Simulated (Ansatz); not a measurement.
CH₅FOSi (`C[SiH](O)F`), relaxed with RKS PBE-D4/def2-SVP in the Gaussian-basis code of Ansatz from a rough embedded geometry. The force threshold is 0.03 eV/Å; the program also tests the step.

Total charge 0; spin multiplicity 1.

Start:

```xyz
9

C     1.074    0.158    0.392
Si   -0.597   -0.369    0.022
O    -1.500    0.853   -0.566
F    -0.597   -1.454   -1.136
H     1.709   -0.718    0.790
H     1.127    0.912    1.241
H     1.604    0.575   -0.433
H    -1.316   -0.959    1.217
H    -1.505    1.002   -1.527
```

Question: By how much does the energy fall, and how many steps does the optimiser take? (An estimate is asked.)

Answer: The calculation gave: 0.29 eV, in 9 steps, 1 of them rejected.

Question: Which bonds change most? (An estimate is asked.)

Answer: Computed: C1–Si2 from 1.791 to 1.870 Å; Si2–F4 from 1.588 to 1.643 Å; C1–H7 from 1.065 to 1.110 Å; C1–H5 from 1.153 to 1.109 Å.

Question: Give the relaxed structure. (An estimate is asked.)

Answer: Ansatz gave: 
```xyz
9

C     1.085    0.161    0.390
Si   -0.649   -0.434    0.016
O    -1.636    0.767   -0.593
F    -0.510   -1.647   -1.084
H     1.708   -0.668    0.784
H     1.069    0.971    1.147
H     1.583    0.550   -0.523
H    -1.375   -0.970    1.206
H    -1.274    1.270   -1.343
```
